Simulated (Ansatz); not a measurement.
Wavefunction ladder for C$_{9}$H$_{10}$N$_{2}$ (`CN(C)c1ccc(C#N)cc1`)

```xyz
21

C    -0.186   -2.607   -0.139
N     0.533   -1.451    0.329
C     1.740   -1.620    1.094
C     0.073   -0.200    0.046
C     0.762    0.947    0.487
C     0.293    2.209    0.198
C    -0.878    2.388   -0.539
C    -1.357    3.693   -0.834
N    -1.746    4.752   -1.074
C    -1.568    1.258   -0.981
C    -1.107   -0.007   -0.698
H    -0.258   -2.628   -1.233
H    -1.204   -2.648    0.267
H     0.337   -3.506    0.179
H     1.657   -1.173    2.091
H     1.937   -2.683    1.220
H     2.608   -1.174    0.593
H     1.673    0.850    1.060
H     0.840    3.076    0.548
H    -2.478    1.382   -1.555
H    -1.670   -0.857   -1.058
```

The species carries charge 0 and has multiplicity 1. The structure was optimised at the PBE0-D4/def2-TZVP level. It is one conformer, not always the lowest. Frozen core, restricted reference, Ansatz. CBS rows extrapolate triple and quadruple zeta; past MP2 they add the triple-zeta difference.

| basis | HF (Eh) | MP2 corr. | CCSD corr. | (T) | CCSD(T) total |
| --- | --- | --- | --- | --- | --- |
| def2-SVP | ? | -1.50446 | -1.56862 | ? | ? |
| def2-TZVPP | -455.68372 | ? | -1.86693 | -0.09698 | ? |
| def2-QZVPP | -455.70272 | -1.94769 | – | – | – |
| CBS(def2) | -455.70533 | -2.03444 | ? | as TZ | ? |

(1) Fill in the withheld values. (Estimate.)

## Answers

(1) Ansatz gave: def2-SVP HF (Eh): -455.18200; def2-SVP (T): -0.06609; def2-SVP CCSD(T) total: -456.81671; def2-TZVPP MP2 corr.: -1.83058; def2-TZVPP CCSD(T) total: -457.64763; CBS(def2) CCSD corr.: -2.07080; CBS(def2) CCSD(T) total: -457.87311.
